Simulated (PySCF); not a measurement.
Method: TPSSh-D3(BJ)/def2-TZVP // TPSS-D3(BJ)/def2-SVP (PySCF). All species are isolated molecules in the gas phase. 

Reference species: [Mo(Cl)6] (neutral, multiplicity 1).

```
Item                                                            Value
------------------------------------------------------------  -------
mean distance from the central atom to its bonded neighbours  2.314 Å
coordination number                                                 6
```

Changed species: [Mo(Cl)5(F)] (1 of 6 Cl replaced by F; the reference has 0 of 6 Cl replaced by F).

Problem. Give the shifts of the mean distance from the central atom to its bonded neighbours and coordination number.

Solution. the mean distance from the central atom to its bonded neighbours falls by 0.080 Å, to 2.234 Å; the coordination number is nearly the same.
